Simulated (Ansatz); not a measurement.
# The standard entropy of TiH4O4 (SMILES O[Ti](O)(O)O) from a frequency calculation

A singlet with charge 0, relaxed at PBE0-D4/def2-TZVP (Ansatz 0.2.0):

```xyz
9

O    -0.1253    1.2684   -1.2727
Ti    0.0001    0.0001   -0.0001
O     1.6517   -0.7153   -0.0661
O    -1.2356   -1.2792   -0.2838
O    -0.2905    0.7263    1.6223
H    -0.8135    1.4140   -1.9229
H     2.2710   -0.8860    0.6445
H    -1.1231   -2.1762   -0.6006
H    -0.3348    1.6480    1.8794
```

Harmonic wavenumbers in cm⁻¹: 158, 175, 176, 176, 221, 235, 262, 262, 303, 454, 454, 470, 478, 717, 768, 788, 788, 3928, 3929, 3929, 3936.

Masses in u: O 15.999, Ti 47.867, H 1.008. Take T = 298.15 K, p = 1 bar, R = 8.3145 J/(mol K), kT/hc = 207.22 cm⁻¹, rigid rotor and harmonic oscillator.

**Question.** Compute the standard molar entropy.

**Answer.** 
1. Translation (Sackur–Tetrode): S = R[3/2 ln M + 5/2 ln T − 1.1517] with M = 115.895 gives 168.1 J/(mol K).
2. Rotation: principal moments 154.061, 154.080, 158.336 u Å² give A, B, C = 0.1094, 0.1094, 0.1065 cm⁻¹; the symmetry number is σ = 2; q = (√π/σ)√((kT/hc)³/ABC) = 74046; S = R(ln q + 3/2) = 105.7.
3. Vibration: with u = ν̃/207.22, each mode gives R[u/(eᵘ − 1) − ln(1 − e⁻ᵘ)]; the sum is 92.7, most from 158 cm⁻¹ (10.8), 175 cm⁻¹ (10.0), 176 cm⁻¹ (9.9).
4. Electronic: R ln 1 = 0.0, from the spin multiplicity alone.
5. Sum: 168.1 + 105.7 + 92.7 + 0.0 = 366.5 J/(mol K).

No measured value is set beside it here. Where a soft mode is a torsion, a harmonic oscillator describes it poorly.
